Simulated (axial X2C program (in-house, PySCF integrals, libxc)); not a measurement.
## Excited states of SeCl⁻ by EOM-EE-CCSD

Calculated with an axial X2C code built on PySCF integrals: two-component X2C with atomic mean-field Coulomb and Gaunt terms, Gaussian nuclei, basis Se dyall-acv3z, Cl dyall-av3z with contracted cores.

R = 2.258 Å (near the PBE0 minimum at charge -1 of the determinant lowest at the starting distance; the state shown can have its own minimum elsewhere).

Vertical excitation energies from the closed-shell determinant state of SeCl⁻:

```json
{"Ω": "2", "excitation (eV)": "1.660", "cm⁻¹": "13389", "hole of the leading pair": "83% Se pπ, 8% Cl pπ", "particle of the leading pair": "55% Se pσ, 16% Cl pσ, 11% Se dσ", "weight of the pair (for Ω = 0 its time-reversed partner can hold as much again)": "0.95", "singles weight": "0.95"}
{"Ω": "1", "excitation (eV)": "1.741", "cm⁻¹": "14042", "hole of the leading pair": "83% Se pπ, 8% Cl pπ", "particle of the leading pair": "55% Se pσ, 16% Cl pσ, 11% Se dσ", "weight of the pair (for Ω = 0 its time-reversed partner can hold as much again)": "0.61", "singles weight": "0.95"}
{"Ω": "0⁻", "excitation (eV)": "1.852", "cm⁻¹": "14939", "hole of the leading pair": "83% Se pπ, 8% Cl pπ", "particle of the leading pair": "55% Se pσ, 16% Cl pσ, 11% Se dσ", "weight of the pair (for Ω = 0 its time-reversed partner can hold as much again)": "0.47", "singles weight": "0.95"}
{"Ω": "0⁺", "excitation (eV)": "1.858", "cm⁻¹": "14988", "hole of the leading pair": "83% Se pπ, 8% Cl pπ", "particle of the leading pair": "55% Se pσ, 16% Cl pσ, 11% Se dσ", "weight of the pair (for Ω = 0 its time-reversed partner can hold as much again)": "0.47", "singles weight": "0.95"}
{"Ω": "1", "excitation (eV)": "2.420", "cm⁻¹": "19519", "hole of the leading pair": "81% Se pπ, 9% Cl pπ", "particle of the leading pair": "56% Se pσ, 16% Cl pσ, 10% Se dσ", "weight of the pair (for Ω = 0 its time-reversed partner can hold as much again)": "0.60", "singles weight": "0.94"}
{"Ω": "2", "excitation (eV)": "3.816", "cm⁻¹": "30776", "hole of the leading pair": "82% Se pπ, 9% Cl pπ", "particle of the leading pair": "79% Se sσ, 11% Cl sσ", "weight of the pair (for Ω = 0 its time-reversed partner can hold as much again)": "0.93", "singles weight": "0.94"}
{"Ω": "1", "excitation (eV)": "3.864", "cm⁻¹": "31167", "hole of the leading pair": "81% Se pπ, 9% Cl pπ", "particle of the leading pair": "78% Se sσ, 11% Cl sσ", "weight of the pair (for Ω = 0 its time-reversed partner can hold as much again)": "0.86", "singles weight": "0.94"}
{"Ω": "0⁻", "excitation (eV)": "4.032", "cm⁻¹": "32521", "hole of the leading pair": "81% Se pπ, 9% Cl pπ", "particle of the leading pair": "79% Se sσ, 11% Cl sσ", "weight of the pair (for Ω = 0 its time-reversed partner can hold as much again)": "0.46", "singles weight": "0.94"}
{"Ω": "0⁺", "excitation (eV)": "4.032", "cm⁻¹": "32524", "hole of the leading pair": "81% Se pπ, 9% Cl pπ", "particle of the leading pair": "79% Se sσ, 11% Cl sσ", "weight of the pair (for Ω = 0 its time-reversed partner can hold as much again)": "0.46", "singles weight": "0.94"}
{"Ω": "1", "excitation (eV)": "4.108", "cm⁻¹": "33136", "hole of the leading pair": "80% Se pπ, 10% Cl pπ", "particle of the leading pair": "78% Se sσ, 11% Cl sσ, 6% Cl pσ", "weight of the pair (for Ω = 0 its time-reversed partner can hold as much again)": "0.83", "singles weight": "0.93"}
{"Ω": "2", "excitation (eV)": "4.174", "cm⁻¹": "33667", "hole of the leading pair": "82% Se pπ, 8% Cl pπ", "particle of the leading pair": "82% Se pσ, 11% Cl pσ", "weight of the pair (for Ω = 0 its time-reversed partner can hold as much again)": "0.94", "singles weight": "0.94"}
```

This point took 59 s on 1 thread of Arm Neoverse V1, on a shared host.

Reference electrons by ω block (each with its −ω partner): 1/2: 18, 3/2: 7, 5/2: 1. 14 electrons of SeCl⁻ correlated (inner shells frozen), 88 natural virtual spinors (a truncated set); levels can be off by some tenths of an eV. Roots sought by Ω: (0: 5, 1: 4, 2: 3, 3: 1); the list ends where they run out and leaves out roots under 60 % singles weight. The solver can skip a root, and states that need a further excitation, which the method places far too high, are missing though they may lie low or lowest. T1 of the reference 0.012 (Lee–Taylor). The highest Hartree–Fock level of the anion lies at -2.92 eV; relaxation, partly offset by correlation, puts the detachment threshold some tenths of an eV to over one eV lower in magnitude, and states above it are held by the basis set and are not bound. Number of frozen shells: Se 3 s, 2 p, 1 d; Cl 2 s, 1 p.
